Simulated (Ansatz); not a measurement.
Basis-set extrapolation for ClH5OSi2, SMILES `O[SiH2][SiH2]Cl` (PBE0-D4/def2-TZVP geometry, frozen core, the Gaussian-basis code of Ansatz). Multiplicity 1, RHF reference.

```json
{"": "HF", "def2-TZVPP": "-1115.303332", "def2-QZVPP": "-1115.338206"}
{"": "MP2 correlation", "def2-TZVPP": "-0.675068", "def2-QZVPP": "-0.734141"}
{"": "CCSD(T) correlation", "def2-TZVPP": "-0.754904", "def2-QZVPP": "-0.811423"}
```

Energies in hartree. Use E(X) = E(∞) + A·exp(−7.88·√X) for Hartree–Fock and E(X) = E(∞) + B·X^(−2.97) for correlation, with X = 3 and 4.

Problem. What is the CCSD(T) energy at the basis-set limit?

Solution. HF limit: -1115.338206 + (-0.034874) × 0.13774 = -1115.34301. Correlation limit: -0.811423 + (-0.056519) × 0.74074 = -0.85329. Total: -1116.19630 hartree, 362.5 kJ/mol below CCSD(T)/def2-TZVPP.
